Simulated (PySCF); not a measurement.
Platinum: a sound run and one with changed settings

Sound run: Pt [Xe] 4f14 5d9 6s1, Pt⁺ [Xe] 4f14 5d9. All numbers are calculated (PySCF 2.14, a scalar-relativistic core potential, in cc-pVTZ-PP with ECP60MDF (5s5p4d2f1g, 63 functions)). In the sound run the correlated levels freeze 5s2 5p6 outside the core potential. The sound run starts from symmetry-adapted Hartree-Fock orbitals and uses a fine grid where one is needed.

Changed run: all electrons correlated in a basis built for the valence shell.

| species | method | sound run (hartree) | changed run (hartree) | converged |
| --- | --- | --- | --- | --- |
| Pt | MP2 | -118.83286 | -119.10028 | yes |
| Pt⁺ | MP2 | -118.50486 | -118.76470 | yes |

Ionisation energy of Pt:

```json
{"method": "UHF", "sound run (eV)": "7.569", "changed run (eV)": "7.569"}
{"method": "MP2", "sound run (eV)": "8.925", "changed run (eV)": "9.131"}
{"method": "SCS-MP2", "sound run (eV)": "8.711", "changed run (eV)": "8.867"}
```

A valence basis has no tight correlating functions, so it recovers only part of the core correlation, and not evenly between atom and ion.

For comparison, NIST gives 8.959 eV between the lowest levels.
